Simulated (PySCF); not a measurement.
BCl, charge +1, doublet, geometry from GFN2-xTB (the spin is typed, not shown lowest). Base run: PBE/6-31G* in PySCF.

PySCF was given this input:
```python
from pyscf import gto, scf, dft, solvent

mol = gto.Mole()
mol.atom = '''
    B    -0.000000   -0.000000   -1.165988
    Cl    0.000000    0.000000    0.342938
'''
mol.basis = '6-31g*'
mol.charge = 1
mol.spin = 1
mol.verbose = 4
mol.build()

mf = dft.UKS(mol)
mf.xc = 'pbe'
mf.kernel()
```

The base run was repeated with changes; each row names its change, and settings that it needs were set with it.

```csv
change,ΔE vs base (kJ/mol)
base,0.00
model = ddCOSMO; solvent = 2-propanol,-264.3
model = IEF-PCM; solvent = 2-propanol; r_probe = 0.5,-217.6
model = COSMO; solvent = 2-propanol,-256.7
model = IEF-PCM; solvent = methanol,-269.3
model = IEF-PCM; solvent = n-hexane,-130.2
model = IEF-PCM; solvent = 2-propanol; vdw_scale = 1.4,-227.7
model = IEF-PCM; solvent = 2-propanol; vdw_scale = 1.1,-287.1
model = SS(V)PE; solvent = 2-propanol,-261.6
model = IEF-PCM; solvent = 2-propanol; lebedev_order = 11,-262.6
model = IEF-PCM; solvent = 2-propanol; lebedev_order = 41,-263.4
model = IEF-PCM; solvent = 2-propanol; vdw_scale = 1.0,-318.4
```

The base is the gas phase, so ΔE is the electrostatic part of solvation at a fixed geometry, without cavity and dispersion terms.

Open shells are given as the SCF converged; they aren't shown to be the lowest states, and a large step between rows can be another state.
